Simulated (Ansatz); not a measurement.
Reaction (atomization): `C[SiH2][BH][ZnH]` → B• + C• + 7 H• + Si• + Zn (atom)

Program: Ansatz. Geometries: PBE0-D4/def2-TZVP. ΔE: electronic, gas phase. CCSD(T)/CBS is the MP2 limit (def2-TZVPP, def2-QZVPP) plus CCSD(T) − MP2 in def2-TZVPP, frozen cores. This one scheme is used for every species, atoms too. Functionals use def2-TZVPP. B3LYP here is the variant with VWN-RPA as its local correlation; programs differ in this. Open shells (•) are unrestricted, without spin–orbit coupling. Spin–orbit coupling would lower the free atoms: a little for B, C, Si. Bonds to Zn are less sure, by a few kJ/mol each and by 10 to 20 or more in all where they break to atoms, as the def2 sets lack core-valence functions. Scalar relativity is left out up to krypton. Each species was taken in one conformer, which may not be the lowest.

`C[SiH2][BH][ZnH]`:

```xyz
11

C     0.122   -1.277   -1.098
Si   -0.900   -0.543    0.297
B    -0.382    1.295    0.894
Zn    1.487    2.156    0.623
H    -0.011   -0.706   -2.020
H    -0.169   -2.310   -1.300
H     1.186   -1.267   -0.846
H    -0.667   -1.341    1.548
H    -2.350   -0.680   -0.034
H    -1.211    1.886    1.532
H     2.895    2.787    0.405
```

```
             level  ΔE (kJ/mol)  difference from CCSD(T)/CBS
            PBE-D4       3282.8                         22.1
         r2SCAN-D4       3301.8                         41.1
           PBE0-D4       3273.2                         12.5
          B3LYP-D4       3268.5                          7.8
           ωB97X-V       3302.4                         41.7
           ωB97M-V       3284.0                         23.3
            B2PLYP       3229.0                        -31.7
               PBE       3261.6                          0.9
            r2SCAN       3296.6                         35.9
              PBE0       3255.1                         -5.6
             B3LYP       3234.2                        -26.5
     HF/def2-TZVPP       2508.4                       -752.3
    MP2/def2-TZVPP       3199.3                        -61.4
SCS-MP2/def2-TZVPP       3209.5                        -51.2
   CCSD/def2-TZVPP       3161.9                        -98.8
CCSD(T)/def2-TZVPP       3193.6                        -67.1
     HF/def2-QZVPP       2513.5                       -747.2
    MP2/def2-QZVPP       3239.5                        -21.2
SCS-MP2/def2-QZVPP       3255.8                         -4.9
      HF/CBS(def2)       2514.3                       -746.4
     MP2/CBS(def2)       3266.4                          5.7
    CCSD/CBS(def2)       3229.0                        -31.7
       CCSD(T)/CBS       3260.7                            0
```

Largest T1 diagnostic among the species: 0.017.

From PBE to PBE0 (25 % exact exchange), in def2-TZVPP and without D4, ΔE moves by −6.5 kJ/mol: exact exchange takes away binding that semilocal exchange gives to molecules. In def2-TZVPP, CCSD(T) changes the Hartree–Fock value by +685.2 kJ/mol (the triples alone add +31.7 kJ/mol) and MP2 by +690.9 kJ/mol; breaking electron pairs costs correlation energy, which Hartree–Fock lacks. The D4 term adds +34.3 kJ/mol with B3LYP and +18.1 kJ/mol with PBE0; it sums over pairs of atoms, weighted by their polarisabilities, and B3LYP, whose exchange is more repulsive, gets the larger term.

For atomizations the MP2-based limit and the directly extrapolated one differ by several kJ/mol either way, and by 10 to 25 for some Ge, Se and Sn compounds, so smaller differences from it don't rank the levels.
